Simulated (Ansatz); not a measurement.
Molecule: CH$_{3}$Be, charge 0, multiplicity 2. It need not be the lowest isomer of its formula. SMILES: [CH3][Be]
Geometry: optimised at B3LYP-D3(BJ)/def2-TZVP (Ansatz, an electronic-structure program).

Wanted: vertical ionisation energy (to the singlet state of charge +1; each state is the SCF solution reached for its spin; the molecule has degenerate orbitals, so one determinant may break the symmetry), in eV. Cores are frozen in the correlated levels unless marked. Open shells are spin-unrestricted. Spin-orbit coupling is left out. Non-relativistic. Basis-set limits of correlation are two-point, X^-3; Hartree-Fock from the larger set.

```json
[
 {"level": "SVWN5/def2-TZVPD", "program": "Ansatz", "vertical ionisation energy (eV)": "7.82"},
 {"level": "wB97X-V/def2-TZVPD", "program": "Ansatz", "vertical ionisation energy (eV)": "[?]"},
 {"level": "CCSD(T)/CBS(def2-TZVPPD,def2-QZVPPD)", "program": "Ansatz", "vertical ionisation energy (eV)": "[?]"}
]
```

Question: Some entries are withheld; supply them.

Answer: 
- wB97X-V/def2-TZVPD, vertical ionisation energy (eV): 7.84
- CCSD(T)/CBS(def2-TZVPPD,def2-QZVPPD), vertical ionisation energy (eV): 7.86
